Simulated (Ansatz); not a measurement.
Species: H3BSO, charge 0, singlet. H3BSO (SMILES OBS).
B3LYP-D3(BJ)/def2-TZVP minimum from Ansatz (a program for electronic structure):
```
B
O 1 1.3538
H 2 0.9630 1 115.74
H 1 1.1890 2 117.99 3 -180.00
S 1 1.8151 4 115.64 2 -180.00
H 5 1.3468 1 99.00 4 180.00
```
Charge 0, spin multiplicity 1.

Total energies in hartree (Ansatz). UHF or UKS for unpaired electrons; spin-orbit terms are left out. Correlated methods leave the cores frozen. No relativity. Where a partner has so few electrons that a lower coupled-cluster level is exact, that level stands in.

```tsv
species	HF/cc-pV(T+d)Z	CCSD(T)/cc-pV(T+d)Z	HF/cc-pV(Q+d)Z	CCSD(T)/cc-pV(Q+d)Z	CCSD(T)/cc-pV(D+d)Z	CCSDT(Q)/cc-pV(D+d)Z
1: H3BSO (SMILES B(O)S)	-498.96147	-499.53402	-498.97278	-499.58385	-499.36687	-499.36878
2: B (doublet)	-24.53207	-24.59810	-24.53297	-24.60084	-24.58941	-24.58977
3: H (doublet)	-0.49981	-0.49981	-0.49995	-0.49995	-0.49928	-0.49928
4: O (triplet)	-74.81176	-74.97396	-74.81729	-74.99357	-74.90995	-74.91013
5: S (triplet)	-397.50938	-397.65444	-397.51264	-397.66785	-397.60412	-397.60456
```

Question: Work out the atomisation energy (electronic, to ground-state atoms) in kJ/mol: take Hartree-Fock from cc-pV(Q+d)Z, extrapolate the CCSD(T) correlation energy as X^-3 (X = 3, 4), and add CCSDT(Q) - CCSD(T) in cc-pV(D+d)Z. 1 hartree = 2625.5 kJ/mol.

Answer: 
Species 1: correlation (64·(-0.61107) - 27·(-0.57255))/37 = -0.63918; step -0.00191; E1 = -498.97278 + (-0.63918) + (-0.00191) = -499.61387
Species 2: correlation (64·(-0.06787) - 27·(-0.06603))/37 = -0.06921; step -0.00036; E2 = -24.53297 + (-0.06921) + (-0.00036) = -24.60254
Species 3: correlation (64·(0.00000) - 27·(0.00000))/37 = 0.00000; step +0.00000; E3 = -0.49995 + (0.00000) + (+0.00000) = -0.49995
Species 4: correlation (64·(-0.17628) - 27·(-0.16220))/37 = -0.18655; step -0.00018; E4 = -74.81729 + (-0.18655) + (-0.00018) = -75.00402
Species 5: correlation (64·(-0.15521) - 27·(-0.14506))/37 = -0.16262; step -0.00044; E5 = -397.51264 + (-0.16262) + (-0.00044) = -397.67570
-1·E1 +1·E2 +3·E3 +1·E4 +1·E5 = 0.83176 hartree = 2183.8 kJ/mol.
